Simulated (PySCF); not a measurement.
Al(H)(Me)2(HOMe), C3H11AlO, singlet, GFN2-xTB optimised geometry. Atoms within 1.6 Å of the plane z = 1.5 Å (x, y, z in Å): Al1 (-0.18, -0.56, 0.00), C3 (-1.25, 1.13, 0.00), H4 (-1.25, 1.69, 0.94), C7 (1.83, -0.56, 0.00), H8 (2.30, -0.23, 0.93), C11 (-0.43, -1.02, 3.09), O12 (-0.60, -1.34, 1.72), H16 (-1.05, -2.18, 1.58).

Method: PBE0/def2-TZVP run with PySCF. Cells within 0.4 Å of a nucleus heavier than hydrogen are left out (blank, or x).

Map of the Laplacian of the electron density (e/bohr⁵), clipped to [-1.50, 1.50] on the plane z = 1.5 Å:

```
|7777777777777777777777777777777|
|7777777777777777777777777777777|
|7777777777777777777777777777777|
|7777777777777777777777777777777|
|7777777777777777777777777777777|
|7777777777777777777777777777777|
|7777777777777777777777777777777|
|7777777777777777777777777777777|
|7777777777777777777777777777777|
|7777777777777777777777777777777|
|7777777777777777777777777777777|
|7777777777777777777777777777777|
|7777777777777777777777777777777|
|7777777777777777777777777777777|
|7777777777777777777777777777777|
|7777777777777777777777777777777|
|7777777777777877777777777777777|
|7777777777789998777777777777777|
|7777777777898589877777777777777|
|777777777789xxx9877777777777777|
|7777777777890x09877777777777777|
|7777777777884599877777777777777|
|7777777777820898777777777777777|
|7777777777776887777777777777777|
|7777777777777777777777777777777|
|7777777777777777777777777777777|
|7777777777777777777777777777777|
|7777777777777777777777777777777|
|7777777777777777777777777777777|
|7777777777777777777777777777777|
|7777777777777777777777777777777|
```
Scale: ten equal steps from -1.50 (start of '0') to 0.527 (end of '9'), in the order '0123456789'; x runs from -4.50 to 4.50, y from -4.50 (bottom) to 4.50 (top).
